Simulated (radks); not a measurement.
Question: The thulium ion Tm+, 68 electrons, occupied as [Xe] 4f13 6s1. Calculated with a radial shooting solver on a logarithmic mesh with Libxc functionals: scalar-relativistic Kohn-Sham, r2SCAN, spin-polarised, spherical densities, finite nucleus; open shells are filled with parallel spins first (spin-orbit coupling, left out, can overturn this in heavy ions); meta-GGA in the generalised Kohn-Sham scheme; Fermi nuclear charge, rms radius 5.2256 fm; hard spherical wall at 4 bohr. Some entries of the table are withheld. Estimate them.

orbital,occ.,eigenvalue (eV),<1/r> (bohr^-1),r(max) (bohr)
1s up,1,-59361.85,79.07,0.01261
1s down,1,-59361.82,79.07,0.01261
2s up,1,-10041.12,18.44,0.07186
2s down,1,-10041.11,18.44,0.07186
2p up,3,-8863.023,16.97,0.05855
2p down,3,-8863.003,16.97,0.05855
3s up,1,-2267.852,6.817,0.2030
3s down,1,-2267.274,6.818,0.2030
3p up,3,-1909.322,6.350,0.2000
3p down,3,-1908.742,6.352,0.2000
3d up,5,-1466.206,6.008,0.1635
3d down,5,-1465.756,6.009,0.1634
4s up,1,-454.2146,2.867,0.4645
4s down,1,-452.9975,2.867,0.4645
4p up,3,-335.8892,2.621,0.4857
4p down,3,-334.6786,2.621,0.4857
4d up,5,-178.0411,2.315,0.5015
4d down,5,-176.8172,2.315,0.5015
5s up,1,-58.3986,1.071,1.093
5s down,1,-57.8130,1.066,1.097
5p up,3,-31.4844,0.8836,1.255
5p down,3,-30.9804,0.8855,1.259
4f up,7,-6.3918,1.693,0.4972
4f down,6,-5.2328,1.689,0.4975
5d up,0,-1.6014,0.6059,(1)
5d down,0,-0.4328,0.6198,(2)
6s up,1,-0.1045,0.5290,2.569
6s down,0,2.6885,0.5351,2.568
6p up,0,10.5927,0.5509,2.757
6p down,0,13.1283,0.5406,2.788
7s down,0,51.7050,0.6149,(3)
7s up,0,53.0552,0.6375,(4)

Answer: 
(1) 5d up r(max) (bohr): 1.835
(2) 5d down r(max) (bohr): 1.767
(3) 7s down r(max) (bohr): 3.266
(4) 7s up r(max) (bohr): 3.239
